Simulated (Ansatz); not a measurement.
```yaml
crystal:
  periodic: [false, false, false]
  atoms:
    - {symbol: P, position_ang: [-0.803733, 2.145315, -0.895395]}
    - {symbol: Al, position_ang: [0.516119, 0.248895, -0.553564]}
    - {symbol: B, position_ang: [1.220662, -1.357477, 0.324125]}
    - {symbol: C, position_ang: [0.110396, -0.934141, 1.173879]}
    - {symbol: H, position_ang: [-0.254294, 2.321771, -2.196164]}
    - {symbol: H, position_ang: [-1.866517, 1.325133, -1.371956]}
    - {symbol: H, position_ang: [1.925373, -2.308956, 0.335225]}
    - {symbol: H, position_ang: [-0.494641, -0.000462, 1.129967]}
    - {symbol: H, position_ang: [-0.264966, -1.486481, 2.036684]}
basis:
  gaussian: {orbitals: x2c-TZVPPall}
hamiltonian: {xc: {name: revPBE}, dispersion: d3bj}
scf: {lower_state_search: light}
output: {forces: true}
```

```sh
$ ansatz run in.yaml --threads 2 --pin off --events-out ev --progress --plain --max-ram 4352MiB
```

It prints (some lines left out):

```
Functional definition: revPBE
1206 factors; their error is unknown
mean field evaluation 1: about -17696.9494 eV, gradient 7.1e1 eV
mean field evaluation 2: about -17598.1237 eV, gradient 1.6e2 eV
mean field evaluation 4: about -17709.7618 eV, gradient 2.3e1 eV
mean field evaluation 8: about -17711.6694 eV, gradient 2.9e-1 eV
mean field evaluation 16: about -17711.6524 eV, gradient 6.9e-3 eV
mean field -17711.65236764 eV, -650.8912191216 hartree, gradient 2.7e-5 eV, S^2 0.000000; 0 other end points of the search recorded, 0 dependent functions left out
reference -17711.65242364 eV, -650.8912211795 hartree; 22, 22 occupied and 194, 194 virtual orbitals, 1206 factors
Total energy: -17712.09262882 eV, -650.9073984215 hartree
Relativity: scalar
Atom 0 at    -0.803733     2.145315    -0.895395 Å, force    -0.075537     0.322137     0.290076 eV/Å
Atom 1 at     0.516119     0.248895    -0.553564 Å, force     0.150384     0.064124    -0.286453 eV/Å
Atom 2 at     1.220662    -1.357477     0.324125 Å, force     0.268201    -0.178892    -0.101875 eV/Å
Atom 3 at     0.110396    -0.934141     1.173879 Å, force    -0.128317    -0.011763     0.166699 eV/Å
Atom 4 at    -0.254294     2.321771    -2.196164 Å, force     0.077837     0.004580    -0.205288 eV/Å
Atom 5 at    -1.866517     1.325133    -1.371956 Å, force    -0.150786    -0.127057    -0.089233 eV/Å
Atom 6 at     1.925373    -2.308956     0.335225 Å, force     0.100912    -0.117837    -0.013287 eV/Å
Atom 7 at    -0.494641    -0.000462     1.129967 Å, force    -0.152809     0.169897     0.035296 eV/Å
Atom 8 at    -0.264966    -1.486481     2.036684 Å, force    -0.089886    -0.125192     0.204064 eV/Å
Dipole moment:    -0.224781     0.269906    -0.194772 e Å
```

It took 4.2 s on 2 threads of an Intel Xeon Platinum 8175M on a shared host, with 0.27 GiB of host memory at the peak.
